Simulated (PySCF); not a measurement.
Match each property card to its molecule.

Structures:
1. `O=C[SiH2]S`
2. `CC1=C(N[SiH3])OC=C1`
3. `C#C[Si@H](CSC)[SiH2]F`

Card P (geometry GFN2-xTB):
* Rotational constants A, B, C: 1.338, 0.718, 0.524 GHz
* Static isotropic polarisability (PBE0/def2-SVPD): 121.9 au
* HOMO energy (PBE0/def2-SVPD): -6.47 eV
* 13C chemical shifts (computed TMS as zero) by class (GIAO PBE0/pcSseg-1): 105.6 (1 C), 86.1 (1 C), 22.6 (1 C), 20.3 (1 C) ppm
* Strongest line among the 8 lowest singlet transitions (TDDFT PBE0/def2-SVPD): S6 at 5.79 eV (214 nm, f = 0.036)

Card Q (geometry GFN2-xTB):
* Rotational constants A, B, C: 3.245, 1.223, 0.902 GHz
* Static isotropic polarisability (CAM-B3LYP/def2-SVPD): 95.1 au
* Strongest line among the 8 lowest singlet transitions (TDDFT CAM-B3LYP/def2-SVPD): S2 at 5.43 eV (228 nm, f = 0.222)
* HOMO energy (CAM-B3LYP/def2-SVPD): -6.55 eV
* Dipole moment (CAM-B3LYP/def2-SVPD): 1.30 D

Card R (geometry GFN2-xTB):
- Rotational constants A, B, C: 7.073, 3.201, 2.262 GHz
- Static isotropic polarisability (B3LYP/def2-SVPD): 63.7 au
- Lowest triplet excitation (Tamm–Dancoff) (TDA B3LYP/def2-SVPD): 2.70 eV
- Point group: Cs
- Lowest singlet excitation (TDDFT B3LYP/def2-SVPD): 3.37 eV (368 nm, f = 0.000)

All species are isolated and taken at one optimised geometry, non-relativistic unless stated. Electronic properties by PySCF. NMR classes are plain means over equivalent atoms (diastereotopic ones count apart unless rotation or inversion swaps them), as if these changed places fast.

**Question.** Which card belongs to which structure?

**Answer.** P = 3, Q = 2, R = 1. What ties each card to its structure:
- 1 (card R), CH4OSSi, monoisotopic mass 92.0 u, 4 heavy atoms: point group Cs; an asymmetric top with C = 2.262 GHz, the highest such constant on the cards; polarisability 63.7 au for 48 electrons.
- 2 (card Q), C5H9NOSi, monoisotopic mass 127.0 u, 8 heavy atoms: an asymmetric top with C = 0.902 GHz; polarisability 95.1 au for 68 electrons; dipole 1.30 D.
- 3 (card P), C4H9FSSi2, monoisotopic mass 164.0 u, 8 heavy atoms: 4 C in 4 classes; the least shielded carbon (105.6 ppm) is a terminal alkyne carbon; an asymmetric top with C = 0.524 GHz, the lowest such constant on the cards; polarisability 121.9 au for 86 electrons.
